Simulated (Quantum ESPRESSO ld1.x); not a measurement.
Question: Nb0.5+, configuration [Kr] 4d2.5 5s1 5p1 (fractional occupations, a model configuration). All-electron calculation, scalar-relativistic Kohn-Sham, PBEsol, spin-unpolarised, spherical densities, point nucleus. Program: ld1.x of Quantum ESPRESSO 7.5. Some entries of the table are withheld. Estimate them.

orbital  occ.  eigenvalue (eV)  r(max) (bohr)  <r> (bohr)
1s          2         -18805.2        0.02350     0.03611
2s          2         -2638.26         0.1333      0.1581
2p          6         -2357.17            (1)      0.1378
3s          2         -447.291         0.3958      0.4435
3p          6         -355.437         0.3895         (2)
3d         10         -205.183         0.3343      0.4331
4s          2         -66.8955          1.029       1.152
4p          6         -42.8040          1.119       1.287
4d        2.5         -10.0281            (3)       1.905
5s          1          -8.7337          2.845       3.278
5p          1          -4.7851          3.554       4.165

Answer: 
(1) 2p r(max) (bohr): 0.1065
(2) 3p <r> (bohr): 0.4461
(3) 4d r(max) (bohr): 1.440
